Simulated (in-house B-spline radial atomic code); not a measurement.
Values are calculated unless marked as measured or tabulated.
Correlation energy from the adiabatic connection: −Z exp(−kr)/r, Z = 6.78, k = 2.95

Two electrons in a singlet, external potential −Z exp(−kr)/r, Z = 6.78, k = 2.95 (atomic units). Full CI in B-splines (partial waves to l = 8, correlation up to 0.6 % small) with the density held fixed gives W(λ) = <V_ee>_λ − U, and E_c is the integral of W(λ) − W(0) from 0 to 1.

```tsv
λ	W(λ) − W(0) (hartree)
0	0.00000
0.02	-0.00195
0.05	-0.00486
0.12	-0.01161
0.25	-0.02397
0.4	-0.03797
0.6	-0.05621
0.8	-0.07398
1	-0.09128
```

Problem. Integrate the table by the trapezoid rule.

Solution. The strips give -0.00002, -0.00010, -0.00058, -0.00231, -0.00465, -0.00942, -0.01302, -0.01653, which sum to -0.04662 hartree. The direct value, W(1) − W(0) + T_c with T_c = 0.04463, is -0.04665; the curve is convex, so chords lie above it and the trapezoids fall short in size by 0.07 %.

Problem. Now use only three numbers: W(0) = -3.4317, the initial slope W'(0) = -0.09757 (extrapolated from the first points) and the strong-coupling limit of the point-charge-plus-continuum model, W∞ = -4.9098. What do second-order theory and the interpolation W(λ) = W∞ + (W(0) − W∞)/√(1 + 2χλ) of Seidl, Perdew and Levy give?

Solution. Second order keeps the slope alone: E_c = W'(0)/2 = -0.04879, +5 % in size against -0.04665. Matching the slope fixes χ = W'(0)/(W∞ − W(0)) = -0.09757/(-1.47810) = 0.06601. Integrating, with s = √(1 + 2χ) = 1.063965, E_c = −(W(0) − W∞)(s − 1)/(s + 1) = −1.47810 × 0.063965/2.063965 = -0.04581 hartree, -1.8 % in size against the full result. At λ = 1 the formula gives W − W(0) = -0.08886 against -0.09128. Part of the miss can come from the model's W∞.
